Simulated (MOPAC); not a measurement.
Input for MOPAC: AM1 on HBr (SMILES Br).

```
AM1 1SCF PRECISE CHARGE=0 THREADS=1
BrH

Br    -0.49929743 1     0.26644676 1    -0.20399063 1
H      0.26136496 1    -0.57131658 1     0.66736226 1
```

The log:

```
*******************************************************************************
 **                                                                           **
 **                              MOPAC v23.2.5                                **
 **                                                                           **
 *******************************************************************************
 ** MOPAC's Digital Object Identifier: https://doi.org/10.5281/zenodo.6511958 **
 **                                                                           **
 ** Please cite the open-source release paper for use of this MOPAC version:  **
 ** J. E. Moussa and J. J. P. Stewart (2026)                                  **
 ** MOPAC: An open-source semiempirical molecular orbital program             **
 ** J. Open Source Softw., 11(119), 8025, https://doi.org/10.21105/joss.08025 **
 *******************************************************************************

                              AM1 CALCULATION RESULTS

 *******************************************************************************
 *  AM1        - The AM1 Hamiltonian to be used
 *
 *
 *
 *                 CHARGE ON SYSTEM = 0
 *
 *
 *
 *  PRECISE    - TIGHTER CRITERIA TO BE USED
 *  1SCF       - DO 1 SCF AND THEN STOP
 *  THREADS=1  - MULTI-THREADING NOT USED
 *  T=         - A TIME OF 172800.0 SECONDS REQUESTED
 *  DUMP=N     - RESTART FILE WRITTEN EVERY 7200.0 SECONDS REQUESTED
 *******************************************************************************
AM1 1SCF PRECISE CHARGE=0 THREADS=1
 BrH

   ATOM   CHEMICAL          X               Y               Z
  NUMBER   SYMBOL      (ANGSTROMS)     (ANGSTROMS)     (ANGSTROMS)

     1      Br         -0.49929743  *   0.26644676  *  -0.20399063  *
     2       H          0.26136496  *  -0.57131658  *   0.66736226  *



          CARTESIAN COORDINATES

    NO.       ATOM           X           Y           Z

     1        Br         -0.4993      0.2664     -0.2040
     2         H          0.2614     -0.5713      0.6674

  H: (AM1): M.J.S. DEWAR ET AL, J. AM. CHEM. SOC. 107 3902-3909 (1985)
 Br: (AM1): M.J.S. DEWAR AND E. G. ZOEBISCH, THEOCHEM, 180, 1 (1988).

           Empirical Formula: H Br  =     2 atoms



      MOLECULAR POINT GROUP   :   C*v


      RHF CALCULATION, NO. OF DOUBLY OCCUPIED LEVELS = 4


 -------------------------------------------------------------------------------
 AM1 1SCF PRECISE CHARGE=0 THREADS=1
 BrH



     1SCF WAS SPECIFIED, SO BFGS WAS NOT USED
     SCF FIELD WAS ACHIEVED


                              AM1 CALCULATION
                                                       MOPAC v23.2.5 Linux




          FINAL HEAT OF FORMATION =        -10.49379 KCAL/MOL =     -43.90603 KJ/MOL


          COSMO AREA              =         60.35 SQUARE ANGSTROMS
          COSMO VOLUME            =         43.74 CUBIC ANGSTROMS

          IONIZATION POTENTIAL    =         11.457669 EV
          HOMO LUMO ENERGIES (EV) =        -11.458  1.135
          NO. OF FILLED LEVELS    =          4
          MOLECULAR WEIGHT        =         80.9119         POINT GROUP:  C*v

          MOLECULAR DIMENSIONS (Angstroms)

            Atom       Atom       Distance
            H     2   Br     1     1.42818
            H     2   Br     1     0.00000
           Br     1    H     2     0.00000


          SCF CALCULATIONS        =          1





   ATOM   CHEMICAL          X               Y               Z
  NUMBER   SYMBOL      (ANGSTROMS)     (ANGSTROMS)     (ANGSTROMS)

     1      Br         -0.49929743  *   0.26644676  *  -0.20399063  *
     2       H          0.26136496  *  -0.57131658  *   0.66736226  *

                             CARTESIAN COORDINATES

   1   Br       -0.499297430     0.266446760    -0.203990630
   2    H        0.261364960    -0.571316580     0.667362260


           Empirical Formula: H Br  =     2 atoms



      MOLECULAR POINT GROUP   :   C*v


                  EIGENVALUES
 -31.46928 -15.25933 -11.45767 -11.45767   1.13478


              NET ATOMIC CHARGES AND DIPOLE CONTRIBUTIONS

  ATOM NO.   TYPE          CHARGE      No. of ELECS.   s-Pop       p-Pop
    1         Br          -0.088714        7.0887     1.96205     5.12667
    2          H           0.088714        0.9113     0.91129
 DIPOLE           X         Y         Z       TOTAL
 POINT-CHG.     0.324    -0.357     0.371     0.609
 HYBRID         0.417    -0.459     0.478     0.783
 SUM            0.741    -0.816     0.849     1.391


          ATOMIC ORBITAL ELECTRON POPULATIONS

     Atom    s        px        py        pz
    1 Br   1.96205   1.75226   1.69949   1.67491
    2  H   0.91129

 **********************
 *                    *
 * JOB ENDED NORMALLY *
 *                    *
 **********************




 == MOPAC DONE ==
```

The run finished.

Cost: very roughly 0.03 core-seconds.
